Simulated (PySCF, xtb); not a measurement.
CH3Zn, SMILES [CH3][Zn] (connectivity only; charge and spin as stated), neutral, multiplicity 2.

Harmonic wavenumbers (cm⁻¹) from GFN2-xTB in xtb at its own minimum, in rising order: 334, 448, 448, 1131, 1473, 1473, 3020, 3038, 3038.

Task: What does PBE-D3(BJ)/def2-TZVP (PySCF) give at its own minimum? (The exact figures need the calculation; the answer reports its results.)

Result: 412, 584, 584, 1047, 1386, 1386, 2976, 3086, 3086. Paired by order, the mean absolute difference is 83 cm⁻¹ and the zero-point energies are 20.6 and 20.8 kcal/mol.
